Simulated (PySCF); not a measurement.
CH₃Cl₂NSi₂, SMILES Cl[Si]1(Cl)N=C[SiH2]1.

Geometry: B3LYP-D3(BJ)/def2-SVP. This is a generated structure with no PubChem entry under its InChIKey; it may be hypothetical.

Vertical ionisation energy (IE) and electron affinity (EA) in eV. Rows of orbital energies are one-electron estimates. Where ΔSCF, EOM or ADC give a negative EA the extra electron is unbound and the value depends on the basis.

```tsv
level	IE	EA
−ε(HOMO), −ε(LUMO), M06-2X/def2-TZVP (PySCF)	8.56	0.66
−ε(HOMO), −ε(LUMO), PBE/def2-TZVP (PySCF)	5.99	2.78
```
